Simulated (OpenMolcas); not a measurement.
**Levels of Sb+ by method**

```
Program             : OpenMolcas
Basis               : ANO-RCC-VTZP [7s6p4d2f1g]
Scalar Hamiltonian  : DKH2, point nucleus
Active space        : 4 electrons in 4 orbitals (5s 5p)
State averaging     : 2S+1 = 3 even, 6 roots (3 in the spin-orbit step); 2S+1 = 1 even, 6 roots kept (CI in the orbitals of an earlier block); 2S+1 = 5 odd, 1 root; 2S+1 = 3 odd, 9 roots kept (CI in the orbitals of an earlier block); 2S+1 = 1 odd, 8 roots kept (CI in the orbitals of an earlier block)
Spin-orbit coupling : RASSI with atomic mean-field integrals over the reference wave functions, term energies averaged over their components
```

Methods on the same reference wave functions:
A. CASSCF
B. SS-CASPT2, IPEA 0.25 Eh, imaginary shift 0.1 Eh (closed shells correlated: 4d)

Energies in cm⁻¹ above 5s² 5p² ³P₀, the measured ground level; measured values from NIST Handbook of Basic Atomic Spectroscopic Data.

```csv
Level,A,B,Measured
5s² 5p² ³P₀,0.0,0.0,0.0
5s² 5p² ³P₁,2655,2630,3055
5s² 5p² ³P₂,5317,5030,5658
5s² 5p² ¹D₂,14489,12000,12790
5s² 5p² ¹S₀,23546,24060,23906
5s 5p³ ⁵S°₂,39195,49600,51723
5s 5p³ ³D°₂,71389,65760,66502
5s 5p³ ³D°₁,71520,65740,66292
5s 5p³ ³D°₃,72232,66430,67888
5s 5p³ ³P°₀,82021,78730,76858
5s 5p³ ³P°₁,82376,78900,77139
5s 5p³ ³P°₂,82918,79250,78391
5s 5p³ ¹D°₂,108599,89950,
5s 5p³ ³S°₁,110812,95270,
5s 5p³ ¹P°₁,119448,102190,
```

Deviations, from unrounded energies. A percentage is the sum of absolute deviations over the sum of measured energies, with the sign that they share, or ± where signs differ.

```
                        Against measurement  Levels     A      B
             mean absolute deviation (cm-1)      11  4100   1000
      fine structure of the ground term (%)       2  -8.5  -12.0
other terms of the ground configuration (%)       2  ±5.6   ±2.6
                   other configurations (%)       7  ±8.6   ±1.9
```

B lies closest to measurement on these levels. The largest miss of B in the table is 5s 5p³ ⁵S°₂, by -2100 cm-1. The ranking rests on the paired levels alone, and a cruder setting can come out closer through cancelling errors.

From A to B the spin-free energies of the other terms of 5s² 5p² shown, above ³P, scale by factors of 0.71 to 1.03.

The lowest spin-free term lies below A's lowest term by 0.474 hartree in B.

CASPT2 breaks the degeneracy within a term, and the mean is taken; among the terms shown or strongly mixed into the levels shown the widest spread is 770 cm-1 (5s 5p³ ¹D°, B). Over all roots computed the reference weight is 0.83 to 0.94 in B; the roots of lowest weight are the least certain, and an intruder state may touch them. Some high roots are left out of the spin-orbit mixing, which shifts the levels that they would mix with. Terms from blocks run as CI alone lack orbitals of their own. Terms of s pⁿ other than that of highest spin mix with s² pⁿ⁻² d, which this space lacks; all of them can be thousands of cm-1 off, and some have no real level of that name. Computed and measured levels are paired by configuration, term and J; levels that our copy of the source lacks, or whose pairing is in doubt (as where it misses far off the trend of its configuration), stay unpaired and out of the deviations. Levels of configurations outside the active space are missing.

° marks odd parity.
